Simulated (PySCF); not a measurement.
C₃H₃ClF₂, SMILES F[C@@H]1[C@H](F)[C@H]1Cl.

Coordinates come from a B3LYP-D3(BJ)/def2-SVP optimisation. The structure was generated by enumeration; whether it is a known compound was not checked.

These are PySCF with M06-2X/def2-TZVP values and carry that method's errors.

Symmetry labels are those of the subgroup Cs that the program uses (full group Cs).

List the valence orbital energies around the gap with their symmetry. (Estimate from the structure and the level; the computed values follow.)


```tsv
orbital	symmetry	energy (eV)
HOMO−7	A"	-15.63
HOMO−6	A"	-14.24
HOMO−5	A'	-13.81
HOMO−4	A'	-13.56
HOMO−3	A"	-11.95
HOMO−2	A'	-11.19
HOMO−1	A'	-9.84
HOMO	A"	-9.62
LUMO	A'	0.77
LUMO+1	A'	2.16
LUMO+2	A'	2.44
LUMO+3	A"	3.01
```
